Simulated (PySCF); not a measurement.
C₉H₁₃B.
SMILES with atom numbers: `[CH3:1][B:2]([CH3:3])[C:4]1=[CH:5][C@@H:6]2[CH:7]=[CH:8][C@H:9]1[CH2:10]2` (hydrogens: H11, H12, H13 on C1; H14, H15, H16 on C3; H17 on C5; H18 on C6; H19 on C7; H20 on C8; H21 on C9; H22, H23 on C10)

Theory: PBE0-D3(BJ)/def2-SVP geometry optimisation, gas phase (PySCF).

(1) Give the optimised bond lengths and angles.

Answers

(1) 
```
                   bond  length (pm)   order
           C1–B2, B2–C3        157.6  single
                  B2–C4        155.0  single
                  C4=C5        135.2  double
                  C5–C6        152.6  single
                  C6–C7        153.5  single
                  C7=C8        133.7  double
                  C8–C9        153.0  single
                 C9–C10        154.6  single
                  C4–C9        154.8  single
                 C6–C10        154.9  single
C1–H11 and 5 like bonds        110.3  single
                 C5–H17        109.2  single
                 C6–H18        109.7  single
                 C7–H19        109.0  single
                 C8–H20        109.1  single
                 C9–H21        109.7  single
                C10–H22        110.1  single
                C10–H23        110.1  single
```

Bonds in one row agree within 1 pm and their mean is given. Orders are formal, as drawn. A selection of angles:
```
    angle  degrees
 C1–B2–C3    119.7
 C1–B2–C4    118.8
 C3–B2–C4    121.5
 B2–C4–C5    127.3
 B2–C4–C9    127.9
 C5–C4–C9    104.6
 C4–C5–C6    108.8
 C5–C6–C7    106.7
C5–C6–C10     98.0
C7–C6–C10     98.7
 C6–C7–C8    106.9
 C7–C8–C9    107.1
C8–C9–C10     98.7
 C4–C9–C8    107.4
C4–C9–C10     99.2
C6–C10–C9     92.4
```

Torsions: C1–B2–C4–C5 172° (antiperiplanar); B2–C4–C5–C6 -176° (antiperiplanar); C4–C5–C6–C7 66° (synclinal); C5–C6–C7–C8 -65° (synclinal); C6–C7–C8–C9 0° (synperiplanar); C7–C8–C9–C10 -36° (synclinal); C8–C9–C10–C6 54° (synclinal); B2–C4–C9–C8 110° (anticlinal); C5–C6–C10–C9 54° (synclinal).

B2 (three-coordinate boron) is planar (angles 121.5°, 119.7° and 118.8°, sum 360.0°, 0.00 Å off the plane of its three neighbours). The 5-membered ring C6–C7–C8–C9–C10 has internal angles of 92.4° to 107.1°; it is puckered, 0.27 Å rms from its mean plane, widest ring torsion 54°. The 5-membered ring C4–C5–C6–C10–C9 has internal angles of 92.4° to 108.8°; it is puckered, 0.27 Å rms from its mean plane, widest ring torsion 55°. The 8 C–C bonds span 1.337 Å (C7=C8, drawn double) to 1.549 Å (C6–C10, drawn single), a spread of 0.212 Å. Of the pairs four or more bonds apart, H16···H17 is among the closest relative to their van der Waals radii: 2.33 Å, 97 % of the sum of Bondi's values. The B–C distances run from 1.550 Å (B2–C4, drawn single) to 1.578 Å (C1–B2, drawn single), a spread of 0.028 Å.

Point group: C1 (no symmetry element, even within 0.4 Å). No frequency check.

Hardware: Arm Neoverse N1, one thread, on a shared host. Cost: 7.1 min of wall time, 1.0 GiB resident at most. These figures are those of the optimisation.
